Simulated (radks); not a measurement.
Species: Ce2+. Configuration: [Kr] 4d10 4f2 5s1 5p6 6p1 (not the ground configuration).

Method: scalar-relativistic Kohn-Sham, Wu-Cohen GGA, spin-polarised, spherical densities, point nucleus; open shells are filled with parallel spins first (spin-orbit coupling, left out, can overturn this in heavy ions); computed with a radial shooting solver on a logarithmic mesh with Libxc functionals.

Energy parts (eV):
part                      energy
total                 -241025.12
kinetic                255467.59
electron-nucleus      -583153.93
Hartree                 92323.58
exchange-correlation    -5662.36

Orbitals (lengths in bohr, moments of r in powers of bohr; <r^-3> diverges for s and p1/2; r(max) is where P^2 peaks):
| orbital | occ. | eigenvalue (eV) | <r^4> | <r^-3> | r(max) | <r> |
|---|---|---|---|---|---|---|
| 1s up | 1 | -40280.90 | 1.776e-06 | - | 0.01574 | 0.02458 |
| 1s down | 1 | -40280.80 | 1.776e-06 | - | 0.01574 | 0.02458 |
| 2s up | 1 | -6460.532 | 0.0002930 | - | 0.08907 | 0.1052 |
| 2s down | 1 | -6460.467 | 0.0002930 | - | 0.08907 | 0.1052 |
| 2p up | 3 | -5788.382 | 0.0002144 | 7975 | 0.07167 | 0.09236 |
| 2p down | 3 | -5788.314 | 0.0002144 | 7975 | 0.07167 | 0.09236 |
| 3s up | 1 | -1400.455 | 0.01192 | - | 0.2547 | 0.2787 |
| 3s down | 1 | -1399.897 | 0.01191 | - | 0.2546 | 0.2787 |
| 3p up | 3 | -1186.664 | 0.01245 | 1596 | 0.2492 | 0.2767 |
| 3p down | 3 | -1186.108 | 0.01244 | 1597 | 0.2492 | 0.2767 |
| 3d up | 5 | -882.7133 | 0.01034 | 218.8 | 0.2051 | 0.2536 |
| 3d down | 5 | -882.2634 | 0.01032 | 218.9 | 0.2051 | 0.2535 |
| 4s up | 1 | -294.0436 | 0.3088 | - | 0.5935 | 0.6388 |
| 4s down | 1 | -292.4597 | 0.3079 | - | 0.5934 | 0.6384 |
| 4p up | 3 | -224.4428 | 0.4074 | 341.7 | 0.6199 | 0.6771 |
| 4p down | 3 | -222.8189 | 0.4057 | 342.2 | 0.6197 | 0.6765 |
| 4d up | 5 | -124.3360 | 0.6945 | 38.19 | 0.6541 | 0.7495 |
| 4d down | 5 | -122.6196 | 0.6898 | 38.31 | 0.6536 | 0.7482 |
| 4f up | 2 | -20.2592 | 7.024 | 4.015 | 0.7236 | 1.123 |
| 4f down | 0 | -18.4249 | 7.570 | 4.008 | 0.7210 | 1.134 |
| 5s up | 1 | -56.8883 | 9.569 | - | 1.376 | 1.513 |
| 5s down | 0 | -54.9394 | 9.859 | - | 1.380 | 1.523 |
| 5p up | 3 | -39.3640 | 17.17 | 51.62 | 1.545 | 1.733 |
| 5p down | 3 | -37.6673 | 17.88 | 50.03 | 1.556 | 1.750 |
| 5d up | 0 | -17.6801 | 78.51 | 3.467 | 2.041 | 2.451 |
| 5d down | 0 | -16.4594 | 79.18 | 3.298 | 2.070 | 2.470 |
| 6s up | 0 | -15.8379 | 296.1 | - | 3.333 | 3.612 |
| 6s down | 0 | -14.6455 | 280.1 | - | 3.335 | 3.565 |
| 6p up | 1 | -11.9593 | 569.4 | 8.194 | 3.980 | 4.262 |

The highest occupied level is 6p up at -11.959 eV. The configuration is held as typed, so some empty levels lie below it. Summed over all electrons, <r^2> = 58.65 bohr^2, which gives a Langevin (diamagnetic) susceptibility term of -46.4 x 10^-6 cm^3/mol. Spin moment in Bohr magnetons: 4. The density falls to 0.001 e/bohr^3 at r = 4.74 bohr.
